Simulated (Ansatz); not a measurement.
Ru2F6. The state is a singlet with charge 0. Geometry PBE0-D4/def2-SVP; atoms count from 1.

```xyz
8

Ru    0.214    0.975   -0.288
Ru   -0.113   -0.850    0.588
F    -1.109    1.817   -1.224
F    -0.903    0.846    1.425
F     1.674    0.116    0.864
F    -1.734   -1.678    0.453
F     1.298    1.134   -1.748
F     0.673   -2.360   -0.070
```

In the def2 sets Ru takes a core potential; there is no spin–orbit coupling. The restricted singlet is unstable towards broken spin symmetry in Hartree–Fock (as tested in another run); at PBE0-D4/def2-TZVP this wasn't settled. Another isomer (singlet) lies 0.08 eV lower at PBE0-D4/def2-TZVP; other spin states weren't run for this one.

Question: Estimate the Mulliken populations from the PBE0/def2-TZVP orbitals of Ansatz.

Answer: 
| atom | charge (e) | d electrons |
| --- | --- | --- |
| Ru1 | 1.19 | 6.11 |
| Ru2 | 1.19 | 6.11 |
| F3 | -0.40 | – |
| F4 | -0.40 | – |
| F5 | -0.40 | – |
| F6 | -0.40 | – |
| F7 | -0.40 | – |
| F8 | -0.40 | – |
Mulliken values depend strongly on the basis.

Question: And the Mayer bond orders between heavy atoms (over 0.3)?

Answer: Ru1–Ru2 2.30 (2.05 Å); Ru1–F3 0.79 (1.83 Å); Ru1–F4 0.42 (2.05 Å); Ru1–F5 0.42 (2.05 Å); Ru1–F7 0.80 (1.83 Å); Ru2–F4 0.42 (2.05 Å); Ru2–F5 0.42 (2.05 Å); Ru2–F6 0.80 (1.83 Å); Ru2–F8 0.79 (1.83 Å).
